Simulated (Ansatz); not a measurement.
C₂H₅S (SMILES C[CH-]S), charge -1, singlet, at a GFN2-xTB geometry (a gas-phase anion, which may not be bound at this level); Ansatz (a first-principles code) with HF/STO-3G.

Input for Ansatz:
Ansatz 0.2 input:
```yaml
crystal:
  periodic: [false, false, false]
  atoms:
    - {symbol: C, position_ang: [1.52434303, 0.56093113, 0.31490785]}
    - {symbol: C, position_ang: [0.04453370, 0.87676947, 0.10016236]}
    - {symbol: S, position_ang: [-0.85537500, -0.67174547, -0.23650192]}
    - {symbol: H, position_ang: [-1.44275204, -0.78543274, 0.97497304]}
    - {symbol: H, position_ang: [-0.04239817, 1.42199110, -0.87086914]}
    - {symbol: H, position_ang: [2.05346159, 1.50095317, 0.52444131]}
    - {symbol: H, position_ang: [1.64604989, -0.08913262, 1.18939805]}
    - {symbol: H, position_ang: [2.05837829, 0.07334497, -0.52433387]}
basis:
  gaussian:
    orbitals: STO-3G
hamiltonian:
  xc: hf
total_charge: -1
```

It wrote (shortened):

```
Functional definition: HF
304 factors; integrals over basis functions are off by at most 3.9e-5 eV
mean field evaluation 1: about -12805.4167 eV, gradient 1.5e1 eV
mean field evaluation 2: about -12805.5741 eV, gradient 1.5e1 eV
mean field evaluation 4: about -12806.5275 eV, gradient 1.2e0 eV
mean field evaluation 8: about -12806.5386 eV, gradient 2.0e-2 eV
mean field -12806.53857576 eV, -470.6316120756 hartree, gradient 4.4e-5 eV, S^2 0.000000; 0 other end points of the search recorded, 0 dependent functions left out
reference -12806.53857576 eV, -470.6316120756 hartree; 17, 17 occupied and 7, 7 virtual orbitals, 304 factors
Total energy: -12806.53857576 eV, -470.6316120756 hartree
```
